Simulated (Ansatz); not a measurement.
C2H5I, charge +1, doublet, geometry from GFN2-xTB (a state made from the parent by changing its charge; the spin is typed, not shown lowest) (all electrons, no relativity); B97M-V/STO-3G in Ansatz (a quantum-chemistry and plane-wave program).

The Ansatz input:
Ansatz 0.2 input:
```yaml
crystal:
  periodic: [false, false, false]
  atoms:
    - {symbol: C, position_ang: [-2.47872317, -0.30698683, -0.18935188]}
    - {symbol: C, position_ang: [-1.15697557, -0.96081758, -0.39560285]}
    - {symbol: I, position_ang: [0.61070332, 0.21044122, 0.09731135]}
    - {symbol: H, position_ang: [-2.64557368, -0.00101957, 0.84919800]}
    - {symbol: H, position_ang: [-3.26426753, -1.00780463, -0.47616182]}
    - {symbol: H, position_ang: [-2.59703766, 0.61002780, -0.77682678]}
    - {symbol: H, position_ang: [-1.04755767, -1.88176413, 0.19730031]}
    - {symbol: H, position_ang: [-0.99864680, -1.26599750, -1.44128263]}
basis:
  gaussian:
    orbitals: STO-3G
hamiltonian:
  xc: {name: B97M-V}
total_charge: 1
magnetization: {spin_polarized: true, initial_magnetization: 1}
```

Task: Write the output that Ansatz gives for this input, abridged.

Result: 
```
Functional definition: B97M-V
497 factors; integrals over basis functions are off by at most 3.0e-5 eV
mean field evaluation 1: about -188586.3534 eV, gradient 1.2e1 eV
mean field evaluation 2: about -188579.5387 eV, gradient 2.3e1 eV
mean field evaluation 4: about -188587.5845 eV, gradient 1.3e0 eV
mean field evaluation 8: about -188587.5341 eV, gradient 1.7e-2 eV
mean field evaluation 16: about -188587.5341 eV, gradient 3.1e-5 eV
mean field evaluation 32: about -188587.4669 eV, gradient 2.8e-6 eV
mean field -188587.53413540 eV, -6930.4640502540 hartree, gradient 2.3e-6 eV, S^2 0.751192; 5 other end points of the search recorded, 0 dependent functions left out
reference -188587.53416591 eV, -6930.4640513753 hartree; 35, 34 occupied and 7, 8 virtual orbitals, 497 factors
Total energy: -188587.53416591 eV, -6930.4640513753 hartree
```
